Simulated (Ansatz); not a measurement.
Which is lower?

Two relaxed structures of CHSSe (charge +1), singlet (PBE0-D4/def2-TZVP; forces vanish, vibrations not checked).

A:

S1  (-1.663, 0.209, 1.211)
C2  (-0.561, 0.199, 0.197)
Se3  (0.681, 0.267, -1.080)
H4  (1.543, -0.675, -0.328)
(Å)

B:

S1  (0.639, 0.261, -1.031)
C2  (-0.492, 0.194, 0.140)
Se3  (-1.707, 0.219, 1.236)
H4  (1.489, -0.596, -0.407)
(Å)

Computed with Ansatz 0.2.0 (basis: def2-TZVPP); correlated methods freeze the cores. Filled d shells of the heavier atoms are correlated. The def2 sets are not built for correlating such inner shells, so the correlated values are less sure here. B3LYP uses VWN-RPA correlation.

Problem. Which structure is lower at CCSD(T), and by how much? (Judge from chemistry; the value comes from the calculation.)

Solution. Computed: A, by 2.82 kcal/mol (electronic energy, against the other). By their contacts, A is CHSSe ([S][C][SeH]), total charge +1 and B is CHSSe ([SH][C][Se]), total charge +1.

All methods give the same order:

```json
{"method": "PBE-D4", "E(B) − E(A) (kcal/mol)": "1.32"}
{"method": "r2SCAN-D4", "E(B) − E(A) (kcal/mol)": "1.82"}
{"method": "PBE0-D4", "E(B) − E(A) (kcal/mol)": "2.19"}
{"method": "B3LYP-D4", "E(B) − E(A) (kcal/mol)": "2.45"}
{"method": "wB97M-V", "E(B) − E(A) (kcal/mol)": "4.11"}
{"method": "HF", "E(B) − E(A) (kcal/mol)": "6.01"}
{"method": "MP2", "E(B) − E(A) (kcal/mol)": "1.46"}
{"method": "CCSD", "E(B) − E(A) (kcal/mol)": "3.53"}
{"method": "CCSD(T)", "E(B) − E(A) (kcal/mol)": "2.82"}
```

No T1 diagnostic of these runs exceeds 0.017. The restricted Hartree–Fock reference is unstable towards an unrestricted one at one or more of these structures.

Labels in which every atom is bracketed show which atoms are joined, not bond orders.

For scale, one of the runs: CCSD(T)/def2-TZVPP, 135 basis functions, launched by `ansatz run in.yaml --threads 2 --pin off --events-out ev --progress --plain --max-ram 4352MiB`. Time: 64 s of wall clock on 2 CPU threads of an AMD EPYC 7571; the host was shared. Peak host memory: 0.71 GiB.
